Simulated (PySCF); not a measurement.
Isomers of C4H12OSi3.

All values: PBE0/pcSseg-1 (PySCF) at GFN2-xTB geometries, gas phase, one conformer each.

(1) Rank by dipole moment, lowest first.
A. `[CH2:1]=[C:2]1[CH2:3][CH2:4][SiH2:5][O:6][SiH2:7][SiH2:8]1` with C1–C2–C3–C4 123°, C2–C3–C4–Si5 -49°, C3–C4–Si5–O6 84°, C4–Si5–O6–Si7 -17°
B. `[CH2:1]=[CH:2][SiH2:3][C:4]([SiH3:5])([SiH3:6])[CH:7]=[O:8]` with C1–C2–Si3–C4 125°, C2–Si3–C4–Si5 62°, Si3–C4–C7–O8 1°
C. `[CH2:1]=[C:2]1[CH2:3][SiH2:4][O:5][Si@H:6]([CH3:7])[SiH2:8]1` with C1–C2–C3–Si4 -101°, C2–C3–Si4–O5 -50°, C3–Si4–O5–Si6 20°, Si4–O5–Si6–C7 113°

(2) Rank by the lowest Hirshfeld charge on any atom, highest value first.
A. `[CH2:1]=[CH:2][SiH2:3][C:4]([SiH3:5])([SiH3:6])[CH:7]=[O:8]` with C1–C2–Si3–C4 125°, C2–Si3–C4–Si5 62°, Si3–C4–C7–O8 1°
B. `[CH2:1]=[C:2]1[CH2:3][SiH2:4][O:5][Si@H:6]([CH3:7])[SiH2:8]1` with C1–C2–C3–Si4 -101°, C2–C3–Si4–O5 -50°, C3–Si4–O5–Si6 20°, Si4–O5–Si6–C7 113°
C. `[O:1]=[CH:2][Si@@H:3]1[CH2:4][C@@H:5]([CH2:6][SiH3:7])[SiH2:8]1` with O1–C2–Si3–C4 -152°, C4–C5–C6–Si7 -61°, C2–Si3–C4–C5 -96°, Si3–C4–C5–C6 -143°, C4–C5–Si8–Si3 14°, C2–Si3–Si8–C5 97°

Results:

(1) C (0.65 D), A (1.31 D), B (2.62 D).

(2) C (-0.212 e), A (-0.235 e), B (-0.307 e).

All values together:

```json
{"SMILES": "O=C[Si@@H]1C[C@@H](C[SiH3])[SiH2]1", "μ (D)": "2.66", "HOMO (eV)": "-6.81", "LUMO (eV)": "-1.64", "lowest IAO charge (e)": "-0.531 (C)", "highest IAO charge (e)": "+0.591 (Si)", "lowest Hirshfeld charge (e)": "-0.212 (O)", "highest Hirshfeld charge (e)": "+0.311 (Si)"}
{"SMILES": "C=C1C[SiH2]O[Si@H](C)[SiH2]1", "μ (D)": "0.65", "HOMO (eV)": "-7.01", "LUMO (eV)": "-0.64", "lowest IAO charge (e)": "-0.882 (O)", "highest IAO charge (e)": "+1.023 (Si)", "lowest Hirshfeld charge (e)": "-0.307 (O)", "highest Hirshfeld charge (e)": "+0.404 (Si)"}
{"SMILES": "C=C1CC[SiH2]O[SiH2][SiH2]1", "μ (D)": "1.31", "HOMO (eV)": "-7.49", "LUMO (eV)": "-0.72", "lowest IAO charge (e)": "-0.886 (O)", "highest IAO charge (e)": "+1.006 (Si)", "lowest Hirshfeld charge (e)": "-0.308 (O)", "highest Hirshfeld charge (e)": "+0.397 (Si)"}
{"SMILES": "C=C[SiH2]C([SiH3])([SiH3])C=O", "μ (D)": "2.62", "HOMO (eV)": "-7.66", "LUMO (eV)": "-1.17", "lowest IAO charge (e)": "-0.798 (C)", "highest IAO charge (e)": "+0.756 (Si)", "lowest Hirshfeld charge (e)": "-0.235 (C)", "highest Hirshfeld charge (e)": "+0.316 (Si)"}
```

Conformers: `[O:1]=[CH:2][Si@@H:3]1[CH2:4][C@@H:5]([CH2:6][SiH3:7])[SiH2:8]1` with O1–C2–Si3–C4 -152°, C4–C5–C6–Si7 -61°, C2–Si3–C4–C5 -96°, Si3–C4–C5–C6 -143°, C4–C5–Si8–Si3 14°, C2–Si3–Si8–C5 97°; `[CH2:1]=[C:2]1[CH2:3][SiH2:4][O:5][Si@H:6]([CH3:7])[SiH2:8]1` with C1–C2–C3–Si4 -101°, C2–C3–Si4–O5 -50°, C3–Si4–O5–Si6 20°, Si4–O5–Si6–C7 113°; `[CH2:1]=[C:2]1[CH2:3][CH2:4][SiH2:5][O:6][SiH2:7][SiH2:8]1` with C1–C2–C3–C4 123°, C2–C3–C4–Si5 -49°, C3–C4–Si5–O6 84°, C4–Si5–O6–Si7 -17°; `[CH2:1]=[CH:2][SiH2:3][C:4]([SiH3:5])([SiH3:6])[CH:7]=[O:8]` with C1–C2–Si3–C4 125°, C2–Si3–C4–Si5 62°, Si3–C4–C7–O8 1°.
